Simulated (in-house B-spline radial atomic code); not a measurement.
## Nd²⁺: [Xe] 4f4

Computed with a radial B-spline atomic code at the basis-set limit: Dirac-Kohn-Sham PBE, spherical fractional occupations, Fermi nucleus of rms radius 4.9123 fm.

Z_r = [3n² - l(l+1)]/(2<r>); Z_e = n√(-2ε); the last column is Slater's effective charge. Values are occupation-weighted means over j. An effective charge above Z reflects the relativistic contraction of the inner shells.

```tsv
shell	electrons	ε (eV)	<r> (bohr)	Z_r	Z_e	Slater
1s	2	-43370	0.02363	63.48	56.46	59.70
2s	2	-7022.7	0.1005	59.71	45.44	55.85
2p	6	-6298.1	0.08849	56.50	43.03	55.85
3s	2	-1533.6	0.2659	50.76	31.85	48.75
3p	6	-1303	0.2639	47.36	29.36	48.75
3d	10	-973.74	0.2417	43.43	25.38	38.85
4s	2	-315.23	0.6073	39.52	19.25	32.25
4p	6	-239.31	0.6426	35.79	16.78	32.25
4d	10	-129.31	0.7076	29.68	12.33	20.85
5s	2	-53.357	1.472	25.48	9.90	10.85
5p	6	-35.065	1.713	21.31	8.03	10.85
4f	4	-14.562	1.086	16.57	4.14	12.95
```

The least bound orbital is 4f7/2 at -14.39 eV, while the most diffuse is 5p3/2 (<r> = 1.742 bohr against 1.093 bohr): energy order and size order differ.

Spin-orbit splittings of the orbital energies (j = l + 1/2 above j = l - 1/2 when positive): 2p 520.1 eV, 3p 103.8 eV, 3d 22.44 eV, 4p 22.5 eV, 4d 3.974 eV, 5p 3.054 eV, 4f 0.4087 eV.

For the 1s electron the small component carries 4.95 % of the norm, the zero-frequency Breit interaction raises the level by 122.3 eV, self-energy by 72.06 eV, and vacuum polarisation lowers it by 11.06 eV.
